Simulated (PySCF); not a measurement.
## Peak assignment

Numbering as in the mapped SMILES `[CH3:1][O:2][BH:3][CH2:4][CH2:5][O:6][CH3:7]`; H(Xn) means a hydrogen on atom n.

A single conformation, relativity neglected, isolated molecule, averaged over atoms made equivalent by symmetry, fast rotation or ring inversion. J couplings at B3LYP/pcJ-1 (spin–dipole term only in couplings to heteroatoms); σ from GIAO-PBE0/pcSseg-1; PBE0-D3(BJ)/def2-SVP structure; PySCF.

References, each an isolated molecule treated in the same way: ¹³C (184.41 ppm) and ¹H (31.27 ppm) against TMS.

Q: Assign these signals to the numbered atoms. ¹³C{¹H} NMR (computed): δ 70.3 (CH2), 62.7 (CH3), 59.0 (CH3), 27.5 (CH2).

A: 
```tsv
δ (ppm)	atoms	environment	reason
70.3	C5	sp3 CH2 bonded to O	deshielded by the electronegative neighbour
62.7	C1	methyl carbon bonded to O	the inductive effect lowers its shielding
59.0	C7	methyl carbon bonded to O	–
27.5	C4	sp3 CH2 bonded to B	–
```

Q: Assign these signals to the numbered atoms. ¹H NMR (500 MHz, computed): δ 5.18 (br, 1H), 3.96 (s, 3H), 3.24 (s, 3H), 3.14 (t, J = 8.3 Hz, 2H), 1.35 (t, J = 8.3 Hz, 2H).

A: 
| δ (ppm) | atoms | environment | reason |
| --- | --- | --- | --- |
| 5.18 | H(B3) | hydrogen on a boron bonded to C, O | – |
| 3.96 | H(C1) | hydrogen on a methyl carbon bonded to O | its carbon carries O, which withdraws density |
| 3.24 | H(C7) | hydrogen on a methyl carbon bonded to O | – |
| 3.14 | H(C5) | hydrogen on an sp3 CH2 bonded to O | its carbon carries O, hence the downfield position |
| 1.35 | H(C4) | hydrogen on an sp3 CH2 bonded to B | – |

H(C7) and H(C5) lie closer than the usual error of such a calculation, so a measured spectrum could show them in the other order.

Hydrogens on boron are broadened and split by ¹¹B (spin 3/2, 80 %) and 10B (spin 3). A carbon bonded to boron is broadened by the quadrupolar boron nucleus and is often missing from a measured spectrum. Multiplet labels drop couplings under 1 Hz and merge nearly equal ones. Unscaled 3J(H,H) at this level run about 10 % above measured values. Shifts are as computed. Against solution values, carbons near 30 ppm lie about +2 ppm off and those near 130 ppm about +5 ppm. Of 1313 compounds with measured shifts, 239 miss one by over three times the rms of a fit or turn the order of signals round; such compounds aren't used in these exercises. Across freely rotating sp3–sp3 bonds, 3J(H,H) is taken as (2 J gauche + J anti)/3 from the one conformer, which assumes equal rotamer populations. Vicinal couplings across rotatable single bonds and in flexible rings belong to the one computed conformer; a conformer average would change them.
